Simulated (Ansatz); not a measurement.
CH4ClGeO2 (`C[O][Ge]([OH])[Cl]`) radical, charge 0, multiplicity 2.

Q: Give a relaxed structure at PBE0-D4/def2-TZVP (the Gaussian-basis code of Ansatz). (An estimate is asked.)

A: The calculation gave: 
Z-matrix (Å, degrees):
```
C
O 1 1.413
H 1 1.095 2 111.9
H 1 1.095 2 111.5 3 -122.4
H 1 1.092 2 107.3 3 119.1
Ge 2 1.776 1 122.5 3 47.2
Cl 6 2.173 2 109.5 1 -50.2
O 6 1.768 2 103.1 1 -165.6
H 8 0.964 6 110.1 2 -15.2
```
This is one stationary point; other conformers may exist.
